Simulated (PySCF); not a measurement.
Compound: C₃H₆OSi.
InChI=1S/C3H6OSi/c5-4-3-1-2-3/h1-3H,5H3

The calculation used MP2 and CCSD/aug-cc-pVDZ in PySCF, restricted Hartree–Fock reference, frozen core, non-relativistic, gas phase, PBE0-D3(BJ)/def2-SVP geometry.

E(HF) = -480.83681 Eh.

**Question.** How large is the problem?

**Answer.** 173 basis functions and 46 electrons; 9 orbitals frozen, which leaves o = 14 correlated occupied and v = 150 virtual orbitals. That is o·v = 2100 singles and o·v(o·v + 1)/2 = 2206050 distinct closed-shell doubles amplitudes before symmetry; the costliest CCSD step grows as o²v⁴ = 9.9 × 10^10.

**Question.** What are the MP2 and CCSD correlation energies?

**Answer.** MP2 -0.7105 Eh and CCSD -0.7564 Eh, which gives totals of -481.54733 and -481.59319 Eh. That is 0.735 eV for each correlated electron at CCSD (1986 kJ/mol in all, 0.157 % of the total energy); MP2 gives 93.9 % of the CCSD value.

**Question.** What is the T1 diagnostic?

**Answer.** 0.0121, below the customary warning level of 0.02. It is the norm of the spatial-orbital singles amplitudes over the root of the number of correlated electrons, so the norm is 0.064.

**Question.** How does correlation change the dipole moment?

**Answer.** HF gives 1.35 D and CCSD (unrelaxed density) 1.30 D, a change of -0.05 D.

No triples correction and no basis-set extrapolation were made.

Conformer computed: `[SiH3:1][O:2][CH:3]1[CH:4]=[CH:5]1`: Si1–O2–C3–C4 153°.

One conformer stands for the species.
